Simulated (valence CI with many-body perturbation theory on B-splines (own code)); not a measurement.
## E1 transitions of Dy LXII

Method: relativistic CI+MBPT: three valence electrons over a frozen Dirac-Fock core [He], radial functions for each j: 11 s, 11 p, 9 d, 7 f, 5 g, 2 h, 1 i, with the one-electron correlation potential Σ1 (screened to all orders), the two-electron term Σ2, the three-electron term Σ3, Breit, model QED; selected single and double excitations, second order for the rest (own B-spline code, finite nucleus).

No measured spectrum was set against this ion. As an estimate, large intervals hold to a few tenths of a per cent, small ones and those within an open d or f shell to about a per cent.

Lines 201 to 250 of 280 in falling wavelength, among levels below 9911.4 eV, chosen from the strongest by gf and those to the six lowest levels. Wavelengths and rates use the calculated energies. Electric multipoles are in the length gauge, E1 and E2 with the static RPA response of the core. Weak lines are less certain than strong ones. Lines between different terms over intervals too small for the method are left out, as are lines whose strength nearly cancels. The highest levels of a list are the least certain.

Levels are named by their leading jj configuration (3d3/2^4 stands for four electrons in 3d with j = 3/2), which in mixed levels can hold well under half, so a name can repeat and another be missing. Letters in brackets count levels of one name in rising energy.

```tsv
λ vac (Å)	Upper	Lower	A (s⁻¹)	S (a.u.) with core polarisation	S without
1.473	(2p1/2 2p3/2 3p1/2) J=3/2 [a]	(2s 2p1/2 2p3/2) J=5/2	1.07e+14	6.75e-04	6.75e-04
1.471	(2p1/2 2p3/2 3d3/2) J=3/2 [a]	(2p1/2^2 2p3/2) J=3/2	1.58e+14	9.94e-04	9.95e-04
1.471	(2p1/2 2p3/2 3p1/2) J=5/2	(2s 2p1/2 2p3/2) J=5/2	2.71e+14	2.55e-03	2.55e-03
1.470	(2s 2p1/2 3p1/2) J=1/2 [b]	(2s^2 2p1/2) J=1/2	1.52e+14	4.78e-04	4.77e-04
1.468	(2s 2p3/2 3d3/2) J=3/2 [a]	(2s 2p1/2 2p3/2) J=1/2	7.11e+11	4.45e-06	4.46e-06
1.467	(2p1/2 2p3/2 3p1/2) J=1/2	(2s 2p1/2 2p3/2) J=3/2 [a]	4.53e+14	1.41e-03	1.41e-03
1.466	(2s 2p1/2 3d3/2) J=3/2 [a]	(2s 2p1/2^2) J=1/2	1.11e+14	6.92e-04	6.92e-04
1.466	(2p1/2 2p3/2 3p1/2) J=3/2 [a]	(2s 2p1/2 2p3/2) J=3/2 [a]	3.00e+14	1.87e-03	1.87e-03
1.466	(2p1/2 2p3/2 3d3/2) J=5/2 [b]	(2p1/2^2 2p3/2) J=3/2	1.14e+15	1.06e-02	1.06e-02
1.465	(2p1/2 2p3/2 3d3/2) J=3/2 [b]	(2p1/2^2 2p3/2) J=3/2	1.03e+15	6.38e-03	6.39e-03
1.464	(2p1/2 2p3/2 3p1/2) J=5/2	(2s 2p1/2 2p3/2) J=3/2 [a]	6.31e+13	5.86e-04	5.86e-04
1.464	(2s 2p3/2 3p1/2) J=1/2	(2s^2 2p3/2) J=3/2	2.50e+14	7.74e-04	7.74e-04
1.464	(2p1/2 2p3/2 3p1/2) J=3/2 [b]	(2s 2p1/2 2p3/2) J=5/2	2.62e+14	1.62e-03	1.62e-03
1.464	(2s 2p3/2 3p1/2) J=3/2 [b]	(2s^2 2p3/2) J=3/2	1.70e+14	1.05e-03	1.05e-03
1.464	(2p1/2 2p3/2 3d3/2) J=1/2 [b]	(2p1/2^2 2p3/2) J=3/2	1.19e+15	3.68e-03	3.68e-03
1.459	(2s 2p1/2 3d3/2) J=3/2 [b]	(2s 2p1/2^2) J=1/2	1.12e+15	6.84e-03	6.85e-03
1.459	(2s 2p3/2 3d3/2) J=5/2 [a]	(2s 2p1/2 2p3/2) J=5/2	4.33e+14	3.98e-03	3.98e-03
1.458	(2s 2p3/2 3d3/2) J=3/2 [b]	(2s 2p1/2 2p3/2) J=3/2 [b]	2.76e+14	1.69e-03	1.69e-03
1.458	(2s 2p1/2 3d3/2) J=1/2	(2s 2p1/2^2) J=1/2	9.65e+14	2.95e-03	2.96e-03
1.458	(2s 2p3/2 3d3/2) J=3/2 [a]	(2s 2p1/2 2p3/2) J=5/2	1.46e+14	8.94e-04	8.95e-04
1.458	(2s 2p3/2 3d3/2) J=3/2 [b]	(2s 2p1/2 2p3/2) J=1/2	3.45e+14	2.11e-03	2.11e-03
1.458	(2s 2p3/2 3d3/2) J=7/2	(2s 2p1/2 2p3/2) J=5/2	9.28e+14	1.13e-02	1.14e-02
1.457	(2p1/2 2p3/2 3p1/2) J=3/2 [b]	(2s 2p1/2 2p3/2) J=3/2 [a]	9.12e+12	5.57e-05	5.56e-05
1.455	(2s 2p3/2 3d3/2) J=5/2 [b]	(2s 2p1/2 2p3/2) J=3/2 [b]	8.71e+14	7.95e-03	7.96e-03
1.454	(2s 2p3/2 3d3/2) J=1/2 [b]	(2s 2p1/2 2p3/2) J=1/2	7.62e+14	2.31e-03	2.31e-03
1.453	(2s 2p3/2 3d5/2) J=3/2 [a]	(2s 2p1/2 2p3/2) J=3/2 [b]	1.40e+14	8.47e-04	8.48e-04
1.452	(2s 2p3/2 3d5/2) J=3/2 [a]	(2s 2p1/2 2p3/2) J=1/2	1.63e+14	9.87e-04	9.88e-04
1.452	(2s 2p3/2 3d3/2) J=5/2 [a]	(2s 2p1/2 2p3/2) J=3/2 [a]	4.06e+14	3.68e-03	3.68e-03
1.451	(2s^2 3d3/2) J=3/2	(2s^2 2p1/2) J=1/2	8.92e+14	5.38e-03	5.39e-03
1.451	(2s 2p3/2 3d3/2) J=3/2 [a]	(2s 2p1/2 2p3/2) J=3/2 [a]	6.52e+14	3.93e-03	3.94e-03
1.451	(2s 2p3/2 3d5/2) J=1/2	(2s 2p1/2 2p3/2) J=1/2	6.59e+13	1.99e-04	1.99e-04
1.451	(2s 2p3/2 3d3/2) J=1/2 [a]	(2s 2p1/2 2p3/2) J=3/2 [a]	8.02e+14	2.42e-03	2.42e-03
1.450	(2p1/2 2p3/2 3s) J=3/2 [a]	(2s^2 2p3/2) J=3/2	3.56e+12	2.14e-05	2.14e-05
1.449	(2p1/2 2p3/2 3s) J=1/2	(2s^2 2p3/2) J=3/2	8.69e+12	2.61e-05	2.61e-05
1.447	(2p1/2 2p3/2 3s) J=5/2	(2s^2 2p3/2) J=3/2	1.30e+13	1.16e-04	1.16e-04
1.447	(2s 2p3/2 3d3/2) J=3/2 [b]	(2s 2p1/2 2p3/2) J=5/2	3.12e+12	1.87e-05	1.87e-05
1.446	(2p1/2 2p3/2 3s) J=3/2 [b]	(2s^2 2p3/2) J=3/2	9.02e+12	5.38e-05	5.38e-05
1.446	(2p1/2^2 3s) J=1/2	(2s^2 2p1/2) J=1/2	3.08e+13	9.19e-05	9.18e-05
1.446	(2s 2p3/2 3d5/2) J=5/2 [a]	(2s 2p1/2 2p3/2) J=5/2	1.39e+12	1.25e-05	1.25e-05
1.444	(2s 2p3/2 3d5/2) J=7/2 [a]	(2s 2p1/2 2p3/2) J=5/2	1.59e+13	1.90e-04	1.90e-04
1.444	(2s 2p3/2 3d3/2) J=5/2 [b]	(2s 2p1/2 2p3/2) J=5/2	1.43e+12	1.28e-05	1.27e-05
1.440	(2s 2p3/2 3d5/2) J=5/2 [a]	(2s 2p1/2 2p3/2) J=3/2 [a]	1.73e+12	1.52e-05	1.52e-05
1.439	(2p1/2 2p3/2 3p3/2) J=1/2 [a]	(2s 2p1/2 2p3/2) J=1/2	1.83e+14	5.40e-04	5.39e-04
1.438	(2p1/2 2p3/2 3p3/2) J=3/2 [a]	(2s 2p1/2 2p3/2) J=3/2 [b]	1.41e+14	8.30e-04	8.29e-04
1.438	(2p1/2 2p3/2 3p3/2) J=3/2 [a]	(2s 2p1/2 2p3/2) J=1/2	9.12e+13	5.36e-04	5.35e-04
1.438	(2s 2p3/2 3d3/2) J=5/2 [b]	(2s 2p1/2 2p3/2) J=3/2 [a]	7.37e+12	6.49e-05	6.50e-05
1.435	(2s 2p1/2 3p3/2) J=3/2 [a]	(2s^2 2p1/2) J=1/2	1.16e+14	6.78e-04	6.78e-04
1.435	(2s 2p3/2 3p3/2) J=3/2 [a]	(2s^2 2p3/2) J=3/2	2.22e+14	1.29e-03	1.29e-03
1.435	(2p1/2 2p3/2 3p3/2) J=3/2 [b]	(2s 2p1/2 2p3/2) J=1/2	8.21e+13	4.78e-04	4.78e-04
1.435	(2s 2p3/2 3d5/2) J=7/2 [b]	(2s 2p1/2 2p3/2) J=5/2	1.52e+13	1.77e-04	1.77e-04
```
